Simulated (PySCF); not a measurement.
CH2Li2, SMILES [Li][CH2][Li].

The structure is a stationary point at r2SCAN-D4/def2-TZVPD.

All values below come from TDA-ωB97X/def2-TZVPD (PySCF 2.14.0).

Vertical excitations. Gas-phase values at a fixed geometry. State labels are in the subgroup C2v.

**Question.** Estimate the UV-visible absorptions. (An estimate is asked for; the answer gives what the named calculation found.)

**Answer.** 
```
state  symmetry  energy (eV)  λ (nm)      f                                                                 main pairs
-----  --------  -----------  ------  -----  -------------------------------------------------------------------------
S1           B1         1.68     739  0.100                                                             HOMO→LUMO 90 %
S2           A1         2.52     493  0.005                                         HOMO→LUMO+1 80 %, HOMO→LUMO+7 13 %
S3           A2         2.94     422  0.000                                        HOMO→LUMO+3 84 %, HOMO→LUMO+10 15 %
S4           B1         3.13     396  0.183                                                           HOMO→LUMO+2 86 %
S5           A1         3.43     362  0.154                                                           HOMO−1→LUMO 78 %
S6           B2         3.61     343  0.146                                        HOMO→LUMO+4 84 %, HOMO→LUMO+11 15 %
S7           B1         3.69     336  0.008  HOMO→LUMO+6 41 %, HOMO−1→LUMO+1 35 %, HOMO−1→LUMO+7 9 %, HOMO→LUMO+14 6 %
S8           B1         3.92     316  0.006                   HOMO−1→LUMO+1 40 %, HOMO→LUMO+6 36 %, HOMO−1→LUMO+7 11 %
S9           A1         3.97     312  0.023                                                           HOMO→LUMO+5 72 %
S10          A1         4.61     269  0.018                     HOMO→LUMO+7 48 %, HOMO−1→LUMO+2 23 %, HOMO→LUMO+1 16 %
T1           B1         1.74     714      0                                                             HOMO→LUMO 86 %
T2           A1         2.30     540      0                                         HOMO→LUMO+1 80 %, HOMO→LUMO+7 15 %
T3           B1         3.07     404      0                                                           HOMO→LUMO+2 85 %
T4           A2         3.10     400      0                                                           HOMO→LUMO+3 90 %
```
Triplets are in the Tamm–Dancoff approximation.
